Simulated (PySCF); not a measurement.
## How methods differ on the ionisation energy of Sc

Sc [Ar] 3d1 4s2 (2D) → Sc⁺ [Ar] 3d1 4s1 (3D), as a difference of total energies. Computed with PySCF 2.14 in cc-pVTZ-DK (7s6p4d2f1g, 68 functions), with scalar relativity by spin-free X2C-1e. Correlated levels: valence: [Ar] frozen. The calculations carry no spin-orbit coupling.

| method | ionisation energy (eV) |
| --- | --- |
| UHF | 5.390 |
| MN15 | 6.755 |
| MP2 (valence) | 6.096 |
| SCS-MP2 (valence) | 6.242 |

Errors of the correlated levels include the incompleteness of this basis and the frozen core.

MP2 underrates the near-degeneracy of ns² with np² in the lower species.

Q: Which method comes closest to the reference value, and which is furthest?

A: The reference is 6.562 eV (measured; NIST levels, between the centres of gravity of the two terms). Closest: MN15 (error 0.193 eV); furthest: UHF (error -1.172 eV).
